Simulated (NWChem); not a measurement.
Molecule: H$_{2}$SeS; SMILES S[SeH]

```xyz
4

Se     0.0373     0.7315     0.0364
H     -1.3872     0.9260    -0.3050
S      0.0096    -1.4753     0.0674
H      0.3319    -1.6776    -1.2321
```
Atoms are numbered in this order, from 1.

Program: NWChem. Pople sets run with spherical d functions. Coordinates come from a PBE0/def2-SVP optimisation. Vzz is the largest principal value of the second derivative of the potential at the nucleus (NWChem prints the opposite sign); η is the asymmetry. Non-relativistic.

```
level                Vzz Se1 (a.u.)  η Se1  Vzz S3 (a.u.)  η S3  relative time
-------------------  --------------  -----  -------------  ----  -------------
PBE0/cc-pVTZ                 -6.128   0.64         -2.801  0.68             20
PBE0/def2-SVP                -6.373   0.55         -2.851  0.59              1
CAM-B3LYP/def2-TZVP          -6.515   0.64         -3.182  0.65              8
CAM-B3LYP/6-31G*             -6.097   0.59         -2.899  0.62              2
```

Relative times are rough (shared machine, one core).
